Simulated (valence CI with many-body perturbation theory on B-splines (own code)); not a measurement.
# E1 line list for Ta XXV

Calculated by relativistic CI+MBPT: three valence electrons over a frozen Dirac-Fock core [Kr] 4d10, radial functions for each j: 7 s, 7 p, 7 d, 7 f, 4 g, 2 h, with the one-electron correlation potential Σ1, the two-electron term Σ2, the three-electron term Σ3, Breit, model QED; selected CI, second order for the rest, scaled by the run's own slope (own B-spline code, finite nucleus).

No measured levels were compared; by estimate terms of the open shell hold to a few per cent of their energy, and close levels can change places. Excitations out of the core, of the other parity, are not computed and may begin above about 157 eV (a cautious bound); beyond it only levels of the ground parity were kept, without lifetimes.

Lines 1 to 50 of 554 in falling wavelength, among levels below 1266100 cm⁻¹, chosen from the strongest by gf and those to the six lowest levels. Wavelengths and rates use the calculated energies, so an error of 2000 cm⁻¹ moves a line at 437.9 Å by 0.88 % and its rate by three times that or more. Electric multipoles are in the length gauge, E1 and E2 with the static RPA response of the core. Weak lines are less certain than strong ones. Lines between different terms over intervals too small for the method are left out, as are lines whose strength nearly cancels.

Levels are named by their leading jj configuration (3d3/2^4 stands for four electrons in 3d with j = 3/2), which in mixed levels can hold well under half, so a name can repeat and another be missing. Letters in brackets count levels of one name in rising energy.

```tsv
λ vac (Å)	Upper	Lower	A (s⁻¹)	S (a.u.)
437.9	(4f5/2 4f7/2 5p1/2) J=3/2 [a]	(4f7/2^2 5s) J=1/2	1.35e+07	2.24e-03
383.2	(4f7/2^2 5p1/2) J=3/2	(4f7/2^2 5s) J=1/2	2.43e+07	2.70e-03
378.6	(4f5/2 4f7/2 5p1/2) J=5/2 [a]	(4f7/2^2 5s) J=3/2	3.05e+07	4.89e-03
377.8	(4f5/2^2 5p1/2) J=3/2	(4f5/2 4f7/2 5s) J=1/2	4.03e+07	4.29e-03
368.3	(4f5/2 4f7/2 5p1/2) J=11/2 [a]	(4f5/2 4f7/2 5s) J=11/2 [b]	1.67e+07	4.93e-03
367.5	(4f5/2 4f7/2 5p1/2) J=11/2 [a]	(4f5/2 4f7/2 5s) J=13/2	6.47e+06	1.90e-03
357.6	(4f5/2^2 5p1/2) J=5/2	(4f5/2 4f7/2 5s) J=3/2 [a]	2.08e+07	2.81e-03
347.8	(4f5/2^2 5p1/2) J=9/2	(4f5/2 4f7/2 5s) J=7/2 [b]	3.00e+07	6.23e-03
346.4	(4f5/2 4f7/2 5p1/2) J=9/2 [a]	(4f7/2^2 5s) J=7/2	1.39e+07	2.86e-03
346.3	(4f5/2 4f7/2 5p1/2) J=5/2 [a]	(4f5/2 4f7/2 5s) J=3/2 [b]	5.63e+07	6.92e-03
341.8	(4f5/2^2 5p1/2) J=9/2	(4f5/2 4f7/2 5s) J=9/2 [b]	2.41e+07	4.75e-03
340.5	(4f5/2 4f7/2 5p1/2) J=11/2 [a]	(4f7/2^2 5s) J=9/2	9.78e+06	2.29e-03
339.9	(4f7/2^2 5p1/2) J=13/2	(4f5/2 4f7/2 5s) J=13/2	5.92e+07	1.61e-02
338.8	(4f5/2 4f7/2 5p1/2) J=5/2 [b]	(4f7/2^2 5s) J=3/2	5.66e+07	6.52e-03
337.8	(4f5/2^2 5p1/2) J=1/2	(4f7/2^2 5s) J=3/2	5.27e+07	2.00e-03
336.9	(4f5/2^2 5p1/2) J=7/2	(4f5/2 4f7/2 5s) J=5/2 [a]	1.81e+07	2.73e-03
336.4	(4f5/2 4f7/2 5p1/2) J=7/2 [a]	(4f7/2^2 5s) J=7/2	1.75e+07	2.63e-03
334.9	(4f5/2 4f7/2 5p1/2) J=7/2 [a]	(4f5/2 4f7/2 5s) J=5/2 [b]	7.27e+07	1.08e-02
334.5	(4f7/2^2 5p1/2) J=7/2	(4f7/2^2 5s) J=5/2	6.73e+07	9.94e-03
333.8	(4f5/2 4f7/2 5p1/2) J=5/2 [a]	(4f5/2 4f7/2 5s) J=3/2 [a]	9.00e+07	9.91e-03
333.3	(4f5/2 4f7/2 5p1/2) J=5/2 [a]	(4f7/2^2 5s) J=7/2	1.56e+08	1.71e-02
331.9	(4f5/2 4f7/2 5p1/2) J=9/2 [b]	(4f7/2^2 5s) J=7/2	9.39e+07	1.69e-02
331.8	(4f5/2^2 5p1/2) J=9/2	(4f5/2 4f7/2 5s) J=9/2 [a]	2.97e+08	5.36e-02
331.8	(4f5/2^2 5p1/2) J=7/2	(4f5/2 4f7/2 5s) J=9/2 [b]	5.07e+07	7.30e-03
329.9	(4f5/2 4f7/2 5p1/2) J=7/2 [a]	(4f7/2^2 5s) J=9/2	3.35e+07	4.75e-03
329.0	(4f5/2 4f7/2 5p1/2) J=1/2	(4f7/2^2 5s) J=3/2	5.01e+08	1.76e-02
327.8	(4f5/2 4f7/2 5p1/2) J=11/2 [a]	(4f7/2^2 5s) J=11/2	1.21e+08	2.52e-02
327.6	(4f5/2 4f7/2 5p1/2) J=7/2 [b]	(4f7/2^2 5s) J=7/2	6.27e+07	8.70e-03
326.9	(4f5/2 4f7/2 5p1/2) J=9/2 [a]	(4f7/2^2 5s) J=11/2	2.46e+08	4.24e-02
325.6	(4f5/2 4f7/2 5p1/2) J=9/2 [b]	(4f7/2^2 5s) J=9/2	3.42e+07	5.83e-03
325.2	(4f5/2^2 5p1/2) J=5/2	(4f5/2 4f7/2 5s) J=5/2 [a]	2.76e+08	2.81e-02
323.3	(4f5/2 4f7/2 5p1/2) J=3/2 [a]	(4f5/2 4f7/2 5s) J=1/2	3.12e+08	2.08e-02
322.3	(4f5/2^2 5p1/2) J=7/2	(4f5/2 4f7/2 5s) J=9/2 [a]	2.98e+08	3.94e-02
322.2	(4f5/2 4f7/2 5p1/2) J=3/2 [b]	(4f7/2^2 5s) J=3/2	2.68e+07	1.77e-03
320.7	(4f5/2^2 5p1/2) J=3/2	(4f5/2 4f7/2 5s) J=5/2 [a]	8.36e+08	5.45e-02
320.2	(4f5/2^2 5p1/2) J=1/2	(4f5/2 4f7/2 5s) J=1/2	1.06e+09	3.45e-02
318.3	(4f7/2^2 5p1/2) J=11/2	(4f7/2^2 5s) J=9/2	2.02e+07	3.87e-03
318.0	(4f5/2^2 5p1/2) J=5/2	(4f5/2 4f7/2 5s) J=7/2 [a]	2.66e+07	2.54e-03
317.9	(4f7/2^2 5p1/2) J=9/2	(4f5/2 4f7/2 5s) J=11/2 [b]	1.86e+07	2.94e-03
317.3	(4f5/2 4f7/2 5p1/2) J=11/2 [a]	(4f7/2^2 5s) J=13/2	4.76e+07	9.01e-03
316.8	(4f5/2 4f7/2 5p1/2) J=9/2 [a]	(4f5/2 4f7/2 5s) J=7/2 [b]	4.95e+08	7.78e-02
315.4	(4f5/2^2 5p1/2) J=7/2	(4f5/2^2 5s) J=5/2	3.17e+07	3.93e-03
314.4	(4f5/2 4f7/2 5p1/2) J=3/2 [b]	(4f7/2^2 5s) J=5/2	2.57e+07	1.57e-03
312.7	(4f5/2 4f7/2 5p1/2) J=11/2 [a]	(4f5/2 4f7/2 5s) J=9/2 [b]	3.37e+08	6.11e-02
312.7	(4f5/2 4f7/2 5p1/2) J=5/2 [b]	(4f5/2 4f7/2 5s) J=3/2 [b]	1.44e+08	1.31e-02
312.4	(4f5/2 4f7/2 5p1/2) J=1/2	(4f5/2 4f7/2 5s) J=1/2	1.64e+09	4.92e-02
311.9	(4f5/2 4f7/2 5p1/2) J=9/2 [a]	(4f5/2 4f7/2 5s) J=9/2 [b]	1.99e+07	2.98e-03
309.5	(4f5/2 4f7/2 5p1/2) J=9/2 [a]	(4f5/2 4f7/2 5s) J=7/2 [a]	5.74e+07	8.41e-03
308.5	(4f5/2 4f7/2 5p1/2) J=7/2 [a]	(4f5/2 4f7/2 5s) J=7/2 [b]	5.38e+07	6.24e-03
308.0	(4f5/2 4f7/2 5p1/2) J=7/2 [a]	(4f5/2 4f7/2 5s) J=5/2 [a]	3.43e+09	3.95e-01
```
